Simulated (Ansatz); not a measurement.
Species: CH6NSi, charge 0, doublet. CH6NSi (SMILES NC[SiH2], doublet).
B3LYP-D3(BJ)/def2-TZVP minimum from Ansatz (a quantum-chemistry and plane-wave program):
```xyz
9

N     -1.5171     0.5011     0.3455
C     -0.6733    -0.5900    -0.1636
Si     1.1678    -0.0832    -0.1479
H     -1.2712     0.7462     1.2979
H     -1.4211     1.3379    -0.2186
H     -0.9962    -0.8447    -1.1740
H     -0.8357    -1.4779     0.4489
H      1.5279     0.2829     1.2547
H      1.3075     1.1528    -0.9749
```
Charge 0, spin multiplicity 2.

Total energies in cc-pV(D+d)Z, 19 correlated electrons, 7 frozen orbitals. UHF or UKS for unpaired electrons; spin-orbit terms are left out. Correlated methods leave the cores frozen. No relativity.

| method | program | energy (Eh) | minus CCSDT(Q) (mEh) |
|---|---|---|---|
| HF | Ansatz | -384.69453 | 465.56 |
| MP2 | Ansatz | -385.09979 | 60.31 |
| CCSD | Ansatz | -385.14552 | 14.57 |
| CCSD(T) | Ansatz | -385.15812 | 1.98 |
| CCSDT(Q) | Ansatz | -385.16010 | 0.00 |

Rough core times of Ansatz's runs on a shared machine: CCSD(T) under 20 s, CCSDT(Q) 20 min.
